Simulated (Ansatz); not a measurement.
Isolated molecules relaxed with PBE0-D4/def2-TZVP in Ansatz; ΔE leaves out vibrations. CCSD(T)/CBS adds triple-zeta CCSD(T) − MP2 to the extrapolated MP2 energy (def2 sets, frozen cores). This one scheme is used for every species. Functionals use def2-TZVPP. B3LYP here is the variant with VWN-RPA as its local correlation; programs differ in this. Each species was taken in one conformer, which may not be the lowest.

Consider the ligand exchange at the Si–C bond: `OC[SiH2]P` + HCl → `P[SiH2]Cl` + CH₃OH.

```json
{"level": "LDA (SPW92)", "ΔE (kJ/mol)": "-94.6", "difference from CCSD(T)/CBS": "15.4"}
{"level": "B3LYP-D4", "ΔE (kJ/mol)": "-109.3", "difference from CCSD(T)/CBS": "0.7"}
{"level": "r2SCANh-D4", "ΔE (kJ/mol)": "-110.7", "difference from CCSD(T)/CBS": "-0.7"}
{"level": "ωB97X-V", "ΔE (kJ/mol)": "-109.9", "difference from CCSD(T)/CBS": "0.1"}
{"level": "B2PLYP", "ΔE (kJ/mol)": "-113.4", "difference from CCSD(T)/CBS": "-3.4"}
{"level": "r2SCAN", "ΔE (kJ/mol)": "-110.5", "difference from CCSD(T)/CBS": "-0.5"}
{"level": "r2SCAN0", "ΔE (kJ/mol)": "-113.8", "difference from CCSD(T)/CBS": "-3.8"}
{"level": "BHLYP", "ΔE (kJ/mol)": "-119.3", "difference from CCSD(T)/CBS": "-9.3"}
{"level": "HF/def2-SVP", "ΔE (kJ/mol)": "-123.5", "difference from CCSD(T)/CBS": "-13.5"}
{"level": "CCSD/CBS(def2)", "ΔE (kJ/mol)": "-112.8", "difference from CCSD(T)/CBS": "-2.8"}
{"level": "CCSD(T)/CBS", "ΔE (kJ/mol)": "-110.0", "difference from CCSD(T)/CBS": "0"}
```

Largest T1 diagnostic among the species: 0.013.

From r2SCAN to r2SCAN0 (25 % exact exchange), in def2-TZVPP and without D4, ΔE moves by −3.3 kJ/mol. At CCSD(T), def2-SVP lies +8.8 kJ/mol from the extrapolated value and def2-TZVPP +4.0 kJ/mol. In def2-TZVPP, CCSD(T) changes the Hartree–Fock value by +23.2 kJ/mol (the triples alone add +2.8 kJ/mol) and MP2 by +17.4 kJ/mol.

CCSD(T)/CBS has its own doubt, a few kJ/mol and more with outer-core shells, so smaller differences from it don't rank the levels.
